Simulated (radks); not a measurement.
Values are calculated unless marked as measured or tabulated.
The manganese ion Mn10+, 15 electrons, occupied as [Ne] 3s2 3p3 (the NIST ground configuration). Level of theory: non-relativistic Kohn-Sham, r2SCAN, spin-polarised, spherical densities, point nucleus; open shells are filled with parallel spins first; meta-GGA in the generalised Kohn-Sham scheme (a radial shooting solver on a logarithmic mesh with Libxc functionals).

Radial electron density D(r) = 4 pi r^2 rho(r):

r (bohr)  D(r) (e/bohr)  spin D(r)
0.007019          4.624   0.000601
0.008781          6.628    0.00111
0.01099           9.294    0.00214
0.01385           12.81    0.00439
0.01733           16.87    0.00903
0.02169           21.29     0.0187
0.02735           25.64     0.0397
0.03421           28.75     0.0805
0.0428            29.92      0.158
0.05398           28.69      0.301
0.06753           25.83      0.525
0.08449           23.24      0.844
0.1066            23.30       1.22
0.1333            26.79       1.50
0.1668            31.35       1.46
0.2103            32.43      0.939
0.2631            27.03      0.215
0.3292            17.62     0.0121
0.4118            10.15       1.09
0.5194            8.085       3.30
0.6498            8.729       4.83
0.8129            7.396       4.30
1.025             3.859       2.29
1.283             1.181      0.715
1.605            0.1895      0.118
2.024           0.01261    0.00822
2.532         0.0003556   0.000245

D(r) has 3 maxima, at r = 0.0428, 0.196, 0.655 bohr, and minima at 0.0945, 0.507 bohr, inside which lie 2.12, 10.45 electrons.
